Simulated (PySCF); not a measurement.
**C₆ coefficients of unlike pairs at CAM-B3LYP**

Calculated with PySCF 2.14 from the dipole response of each species, C₆(A,B) = (3/π) ∫ α_A(iu) α_B(iu) du, in atomic units, from isotropic polarisabilities. For ions this is the dispersion term alone; charge-induced terms of lower order in 1/R come first.

```
species            configuration                                    basis      relativity  α (bohr³)  C₆ (like pair)
   Cu²⁺            [Ar] 3d9 (2D)                def2-QZVPPD (11s6p5d4f2g)            none      2.968           8.029
      S        [Ne] 3s2 3p4 (3P)                aug-cc-pVTZ-DK (6s5p3d2f)   spin-free X2C      19.80           136.6
     O⁺        [He] 2s2 2p3 (4S)                  dyall-acv3z (15s9p4d2f)            none      2.605           5.095
     Hg  [Xe] 4f14 5d10 6s2 (1S)  aug-cc-pVDZ-PP with ECP60MDF (5s5p4d2f)  core potential      36.47           340.7
```

**Question.** Estimate C₆ for O⁺ with S.

**Answer.** The integral gives 24.52. The combination rule 2 C_A C_B / (C_A α_B/α_A + C_B α_A/α_B) gives 24.55 and the geometric mean 26.38.

No spin-orbit coupling is included.

The other pairs:

| pair | C₆ |
| --- | --- |
| Hg, S | 213.6 |
| O⁺, Cu²⁺ | 6.322 |
| Hg, Cu²⁺ | 46.12 |
| Hg, O⁺ | 38.37 |
| S, Cu²⁺ | 29.15 |
